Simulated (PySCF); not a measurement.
## Static response to an electric field

Compound: C3H8Si2.
SMILES with atom numbers: `[CH3:1][C:2]#[C:3][SiH2:4][SiH3:5]` (hydrogens: H6, H7, H8 on C1; H9, H10 on Si4; H11, H12, H13 on Si5)

Cartesian coordinates in Å at the GFN2-xTB level; atoms count from 1:
```
atom  x, y, z in Å
C1     2.984    0.701   -0.244
C2     1.699    0.114    0.069
C3     0.629   -0.376    0.331
Si4   -1.025   -1.099    0.715
Si5   -2.723    0.217   -0.133
H6     3.377    1.223    0.629
H7     2.879    1.411   -1.064
H8     3.689   -0.077   -0.537
H9    -1.015   -2.461    0.156
H10   -1.079   -1.236    2.180
H11   -4.040   -0.353    0.168
H12   -2.722    1.574    0.422
H13   -2.657    0.363   -1.589
```

Level: CAM-B3LYP/def2-SVPD (PySCF), static field, nuclei fixed, core orbitals frozen in the response. The polarisability tensor in these axes (au):

```
x   122.56   7.23  -2.82
y     7.23  83.07  -5.92
z    -2.82  -5.92  76.34
```

Problem. Diagonalise the tensor; give its mean and Δα, where Δα² is half the sum of the squared differences of the eigenvalues.

Solution. Principal values 72.86, 84.96 and 124.15 au; mean 93.99 au = 13.93 Å³ = 15.50 × 10⁻⁴⁰ C²·m²/J; Δα = 46.43 au (49 % of the mean).

Problem. What is the dipole moment, and where does it point?

Solution. (1.15, 0.54, -0.29) D, 1.30 D in size, pointing from the negative to the positive side. Measured along this direction, the outermost atoms are H11 at the negative end and H7, H6 and H8 at the positive end.

Problem. What depolarisation ratio follows for Rayleigh scattering of linearly polarised light, taking the static tensor?

Solution. ρ = 3Δα²/(45ᾱ² + 4Δα²) = 6468.1/(397537 + 8624.1) = 0.0159.

Problem. What are the principal values of the traceless quadrupole moment, Θ = ½Σq(3rr − r²1), about the centre of nuclear charge?

Solution. -5.20, -3.78, 8.98 D·Å. The values depend on the origin, since the dipole doesn't vanish. The electronic extent ⟨r²⟩ about the same centre is 1170 bohr², a root-mean-square distance of 2.46 Å for the 54 electrons.

Problem. Give the principal axes and the span of the nuclei along them.

Solution. Largest value along (0.98, 0.18, -0.08), where the nuclei span 7.68 Å; middle along (-0.20, 0.84, -0.51), 3.58 Å; least along (-0.03, 0.52, 0.86), 2.37 Å. The response follows the extents in order.

Problem. Find the Langevin capture rate constant for NH4+ (18.034 u) meeting this molecule (100.016 u), k = 2.342 × 10⁻⁹ cm³/s × √(α in Å³ / reduced mass in u).

Solution. The reduced mass is 15.28 u, so k = 2.24 × 10⁻⁹ cm³/s. The formula leaves out the permanent dipole, which adds to the capture rate.

Geometry: GFN2-xTB; no solvent, vibrations or thermal averaging.
